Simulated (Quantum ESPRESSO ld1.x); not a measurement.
Results of a calculation; reference values are marked as such.
Input (ld1.x (Quantum ESPRESSO 7.5)):

```
 &input
    atom='Li',
    iswitch=1,
    rel=0,
    dft='PZ',
    config='2s1 1s0 2p0 3d0',
    verbosity='high',
    prefix='ld1',
    max_out_wfc=37,
    file_charge='ld1.rho',
 /
```

Command: `OMP_NUM_THREADS=1 ld1.x < ld1.in > ld1.out`

It prints (banner and zero overlaps left out):

```
     Program LD1 v.7.5 starts

     --------------------------- All-electron run ----------------------------

     atomic number is  3.00
     dft =PZ   lsd =0 sic =0 latt =0  beta=0.20 tr2=1.0E-14
     Exchange-correlation= PZ
                           (   1   1   0   0   0   0   0)
     mesh =1589 r(mesh) = 100.02175 a.u. xmin = -7.00 dx = 0.00800
     1 Ry =  13.60569312 eV

     n l     nl                  e(Ry)          e(Ha)          e(eV)
     2 0     2S 1( 1.00)      -1.873065023      -0.936532512    -25.4843479
     1 0     1S 1( 0.00)      -8.564790268      -4.282395134   -116.5299080
     2 1     2P 1( 0.00)      -1.797112654      -0.898556327    -24.4509633
     3 2     3D 1( 0.00)      -0.649650052      -0.324825026     -8.8389392

     final scf error:  3.4E-15 reached in  25 iterations

     Etot =      -2.199958 Ry,      -1.099979 Ha,     -29.931953 eV

     Ekin =       2.162505 Ry,       1.081252 Ha,      29.422376 eV
     Encl =      -4.412511 Ry,      -2.206255 Ha,     -60.035265 eV
     Eh   =       0.446590 Ry,       0.223295 Ha,       6.076165 eV
     Exc  =      -0.396542 Ry,      -0.198271 Ha,      -5.395229 eV
```

Run on one thread of a shared host, so times are rough (Intel(R) Xeon(R) Processor @ 2.60GHz): 0.53 s of CPU time, 0.58 s wall, 25 iterations on 1589 mesh points.
